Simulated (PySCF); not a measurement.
C₄H₁₀SSi.
Cartesian coordinates in Å at the PBE0-D3(BJ)/def2-SVP level; atoms count from 1:
```xyz
16
C4H10SSi angstrom
C      2.6756    0.3611   -0.0478
S      1.5695   -1.0495   -0.2490
C     -0.0184   -0.1883   -0.4203
C     -1.1916   -1.1742   -0.6310
Si    -2.2711    0.1001    0.2688
C     -0.5259    0.6206    0.8007
H      3.6893   -0.0400    0.0900
H      2.6731    1.0067   -0.9396
H      2.4110    0.9570    0.8387
H      0.0514    0.4813   -1.2955
H     -1.0587   -2.0654    0.0060
H     -1.3731   -1.5001   -1.6636
H     -3.2495   -0.3615    1.3007
H     -2.9463    1.0737   -0.6429
H     -0.2444    0.1072    1.7353
H     -0.2125    1.6716    0.8590
```

The calculation used core-valence-separated Tamm–Dancoff BHandHLYP/aug-pcX-1 (pcseg-1 on H, def2-SVPD on Si, def2-SVPD on S) in PySCF, non-relativistic, gas phase, PBE0-D3(BJ)/def2-SVP geometry. The energies are unshifted.

**Question.** What does the C 1s absorption edge look like?

**Answer.** 
```csv
E (eV),f,core hole on,main final orbital
285.05,0.0123,C6,LUMO (55 %)
285.09,0.0136,C4,LUMO (39 %)
285.54,0.0197,C6,LUMO+1 (44 %)
285.63,0.0445,C4/C6,"spread (2 roots, f summed)"
285.65,0.0304,C1,LUMO (31 %)
285.76,0.0195,C4,spread
285.97,0.0461,C3,spread
286.08,0.0247,C1,spread
286.10,0.0133,C6,LUMO+3 (38 %)
286.19,0.0130,C4,LUMO+4 (31 %)
286.66,0.0018,C6,LUMO+2 (40 %)
286.67,0.0211,C3,LUMO+1 (43 %)
286.73,0.0310,C1,LUMO+3 (33 %)
286.75,0.0077,C4,spread
286.81,0.0048,C4,spread
286.85,0.0307,C1,spread
286.86,0.0030,C6,LUMO+10 (36 %)
287.01,0.0174,C3,LUMO (56 %)
```

The first line with a tenth or more of the strongest one's intensity is at 285.05 eV (f = 0.012), with the hole on C6 (sp3 carbon bound to silicon). The strongest listed is at 285.97 eV (f = 0.046; C3).

Roots within 0.03 eV whose holes lie on the same, on equivalent or on shared atoms are summed into one line, and the highest roots are left out, as the search may have cut off their partners. Final orbitals are the ground state's empty Kohn–Sham orbitals.

**Question.** What is the summed oscillator strength of the listed C K lines, and their intensity-weighted mean energy?

**Answer.** Σf = 0.355 over 18 lines from 285.05 to 287.01 eV; the weighted mean is 286.09 eV. The strongest line holds 13 % of the sum.

Only the lowest roots of each edge were sought.

The run took 22 s of wall time on Arm Neoverse V2, one thread, shared host with 96 logical CPUs at a one-minute load of 50, and the process peaked at 0.90 GiB of memory.

One conformer stands for the species.
